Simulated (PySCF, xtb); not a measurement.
CH5ClGe, SMILES [CH3][GeH2][Cl].

Harmonic wavenumbers (cm⁻¹) from GFN2-xTB (xtb) at its own minimum, in rising order: 118, 151, 375, 403, 580, 589, 658, 794, 811, 832, 1323, 1450, 1452, 1882, 1935, 3010, 3012, 3030.

Problem. What does B3LYP-D3(BJ)/def2-SVP (PySCF) give at its own minimum? (Estimate from the structure and the level; the computed values follow.)

Solution. 125, 161, 408, 448, 602, 631, 714, 855, 860, 875, 1259, 1430, 1437, 2133, 2140, 3042, 3142, 3155. Paired by order, the mean absolute difference is 67 cm⁻¹ and the zero-point energies are 32.0 and 33.5 kcal/mol.
